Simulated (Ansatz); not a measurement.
Reaction (ligand exchange at the Si–C bond): `B[Si](C)(O)F` + CH₃OH → `B[Si](O)(F)OC` + CH₄

Isolated molecules relaxed with PBE0-D4/def2-TZVP in Ansatz; ΔE leaves out vibrations. CCSD(T)/CBS adds triple-zeta CCSD(T) − MP2 to the extrapolated MP2 energy (def2 sets, frozen cores). This one scheme is used for every species. DFT in def2-TZVPP. One conformer a species, not always the lowest.

(1) Is it downhill or uphill in electronic energy at CCSD(T)/CBS, and by how much? (Estimate.)

(2) What do these levels give: ωB97X-V, ωB97M-V, B2PLYP, PBE, MP2/def2-TZVPP, CCSD(T)/def2-TZVPP? (Estimate.)

Largest T1 diagnostic among the species: 0.012.

## Answers

(1) The calculation gave: Downhill: ΔE = -122.5 kJ/mol.

(2) Computed: ωB97X-V -122.4, ωB97M-V -122.7, B2PLYP -126.3, PBE -112.8, MP2/def2-TZVPP -125.5, CCSD(T)/def2-TZVPP -124.0 kJ/mol.

In def2-TZVPP, CCSD(T) changes the Hartree–Fock value by +9.8 kJ/mol (the triples alone add +0.5 kJ/mol) and MP2 by +8.3 kJ/mol.
